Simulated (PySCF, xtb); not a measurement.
B(AsH2)(H)2 (AsBH4), SMILES B[AsH2].

Harmonic wavenumbers (cm⁻¹) from GFN2-xTB (xtb) at its own minimum, in rising order: 263, 458, 543, 607, 788, 796, 1005, 1165, 1917, 1927, 2615, 2646.

What does r2SCAN-D4/def2-TZVP run with PySCF give at its own minimum? (Estimate from the structure and the level; the computed values follow.)

398, 418, 505, 644, 822, 915, 1010, 1165, 2240, 2260, 2589, 2691. Paired by order, the mean absolute difference is 95 cm⁻¹ and the zero-point energies are 21.1 and 22.4 kcal/mol.
